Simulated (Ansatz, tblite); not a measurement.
Forces on cis-Zn(OH)2(NH3)4 (ZnN₄O₂H₁₄) at its B3LYP-D4/def2-SVP geometry. The state is a singlet with charge 0.

The xTB rows come from tblite. Another isomer (singlet) lies 0.49 eV lower at PBE0-D4/def2-TZVP; other spin states weren't run for this one.

GFN1-xTB (tblite), largest force 1.05 eV/Å:

```xyz
21
positions Å, forces eV/Å
N    -1.902   -0.944    0.396   -0.620   -0.186    0.038
N     0.918    0.285    1.956    0.373    0.051    0.541
N    -0.945    2.131   -0.151    0.001    0.579   -0.205
N     1.179   -1.988   -0.436    0.250   -0.445   -0.371
O     1.595    1.256   -0.386    0.204   -0.378   -0.596
O    -0.623   -0.605   -1.873    0.185    0.634   -0.315
Zn    0.059    0.009   -0.091    0.262    0.200   -0.632
H     2.063    1.185   -1.227   -0.051    0.065    0.182
H    -2.069   -1.863    0.805    0.096    0.434   -0.315
H    -1.954   -1.001   -0.637   -0.192   -0.081    0.994
H    -2.622   -0.305    0.729    0.314   -0.318   -0.269
H    -0.412   -0.059   -2.640   -0.074   -0.151    0.111
H     1.355   -0.527    2.388   -0.121    0.441   -0.250
H     0.538    0.878    2.693    0.249   -0.216   -0.432
H     1.632    0.808    1.416   -0.547   -0.422    0.745
H     0.065    2.294   -0.342   -1.012    0.149    0.149
H    -1.292    2.833    0.503    0.275   -0.351   -0.294
H    -1.452    2.239   -1.029    0.350   -0.071    0.394
H     1.083   -2.949   -0.109   -0.051    0.488   -0.225
H     2.161   -1.827   -0.659   -0.540   -0.025    0.027
H     0.622   -1.851   -1.305    0.650   -0.398    0.722
```

GFN2-xTB (tblite), largest force 0.71 eV/Å:

```
N -0.166 0.046 -0.067
N 0.173 -0.025 0.067
N 0.145 0.096 -0.162
N 0.035 -0.012 -0.224
O 0.064 -0.213 -0.450
O 0.215 0.389 -0.207
Zn 0.107 0.112 -0.298
H -0.177 0.005 0.300
H 0.095 0.324 -0.224
H -0.046 -0.049 0.699
H 0.213 -0.244 -0.193
H -0.070 -0.179 0.295
H -0.084 0.324 -0.169
H 0.164 -0.163 -0.335
H -0.449 -0.291 0.463
H -0.585 0.052 0.120
H 0.184 -0.234 -0.190
H 0.222 0.011 0.265
H -0.039 0.326 -0.146
H -0.340 -0.064 0.004
H 0.340 -0.211 0.451
```

PBE-D4/def2-TZVP (Ansatz), largest force 0.25 eV/Å:

```
N -0.045 -0.021 0.088
N -0.030 -0.032 0.088
N -0.121 0.046 0.020
N 0.083 -0.078 0.067
O 0.174 0.161 0.059
O -0.139 -0.133 -0.160
Zn -0.053 -0.047 0.156
H 0.099 -0.017 -0.137
H 0.035 -0.038 0.030
H -0.122 -0.038 -0.079
H 0.007 0.051 0.024
H 0.020 0.095 -0.136
H -0.010 -0.054 -0.016
H -0.051 0.025 0.009
H 0.127 0.049 0.057
H 0.066 0.121 -0.040
H -0.020 0.022 0.064
H -0.038 -0.021 -0.033
H -0.029 -0.045 0.042
H 0.042 0.031 0.018
H 0.005 -0.076 -0.119
```
